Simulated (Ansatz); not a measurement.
C2H8SSi can be A, `CC[SiH2]S`, or B, `CC([SiH3])S`.

Isolated molecules relaxed with PBE0-D4/def2-TZVP in Ansatz; ΔE leaves out vibrations. CCSD(T)/CBS adds triple-zeta CCSD(T) − MP2 to the extrapolated MP2 energy (def2 sets, frozen cores). DFT in def2-TZVPP. One conformer a species, not always the lowest.

**Question.** Which isomer does CCSD(T)/CBS put lower? Give the gap. (An estimate is asked.)

**Answer.** Ansatz gave: A, by 107.3 kJ/mol.

**Question.** Give E(B) − E(A) in kJ/mol with ωB97M-V, CCSD/def2-TZVPP, PBE0-D4, r2SCAN-D4, BLYP-D4, HF/def2-TZVPP, PBE-D4. (Best estimate.)

**Answer.** Ansatz gave: ωB97M-V 108.1, CCSD/def2-TZVPP 108.1, PBE0-D4 109.7, r2SCAN-D4 111.5, BLYP-D4 102.6, HF/def2-TZVPP 114.9, PBE-D4 106.3. None reverses the order clearly.

**Question.** Does the order hold for the free energy at 298.15 K (harmonic terms from PBE0-D4)? (Best estimate.)

**Answer.** The calculation gave: Yes: G(B) − G(A) = +103.4 kJ/mol, for one conformer each.

Largest T1 diagnostic: 0.011.

At CCSD(T), def2-SVP lies −10.5 kJ/mol from the extrapolated value and def2-TZVPP −1.2 kJ/mol. Leaving LDA and LC-ωPBE aside and taking each functional with its dispersion term where it has one, the values, not all of them listed here, spread over 10.6 kJ/mol, from BLYP-D4 to B97M-V. LDA lies −6.6 kJ/mol from PBE without D4.
